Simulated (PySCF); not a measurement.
HO3S, SMILES O=[SH](=O)[O-], charge -1.

The structure is a stationary point at B3LYP-D3(BJ)/def2-SVPD.

Computed with HF/def2-TZVPD in PySCF.

Symmetry labels are those of the subgroup Cs that the program uses (full group C3v).

Problem. List the valence orbital energies around the gap with their symmetry. (An estimate is asked for; the answer gives what the named calculation found.)

Solution. 
| orbital | symmetry | energy (eV) |
|---|---|---|
| HOMO−7 | A' | -12.20 |
| HOMO−6 | A" | -12.20 |
| HOMO−5 | A' | -8.76 |
| HOMO−4 | A" | -8.76 |
| HOMO−3 | A" | -7.70 |
| HOMO−2 | A' | -7.70 |
| HOMO−1 | A' | -7.18 |
| HOMO | A" | -6.51 |
| LUMO | A' | 4.69 |
| LUMO+1 | A' | 5.08 |
| LUMO+2 | A" | 5.08 |
| LUMO+3 | A' | 5.60 |
